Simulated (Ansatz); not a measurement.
Reaction (ligand exchange at the Si–C bond): `O/C([SiH3])=C/[SiH3]` + `CB(N)O` → `CB(N)O[SiH3]` + `C=C(O)[SiH3]`

Program: Ansatz. Geometries: PBE0-D4/def2-TZVP. ΔE: electronic, gas phase. CBS: MP2 limit from def2 TZ/QZ plus the TZ coupled-cluster correction, frozen cores. This one scheme is used for every species. Functionals use def2-TZVPP. B3LYP here is the variant with VWN-RPA as its local correlation; programs differ in this. Each species was taken in one conformer, which may not be the lowest.

CCSD(T)/CBS gives -82.6 kJ/mol.

Task: Another level gave -83.2 kJ/mol. Which?
A. PBE/def2-TZVPP
B. B3LYP-D4/def2-TZVPP
C. PBE0/def2-TZVPP
D. BHLYP-D4/def2-TZVPP

Result: B. B3LYP-D4 -83.2, BHLYP-D4 -89.7, PBE -68.8, PBE0 -73.6 kJ/mol.

Largest T1 diagnostic among the species: 0.013.

Leaving LDA and LC-ωPBE aside and taking each functional with its dispersion term where it has one, the values, not all of them listed here, spread over 23.1 kJ/mol, from BHLYP-D4 to revPBE-D4. From PBE to PBE0 (25 % exact exchange), in def2-TZVPP and without D4, ΔE moves by −4.9 kJ/mol.
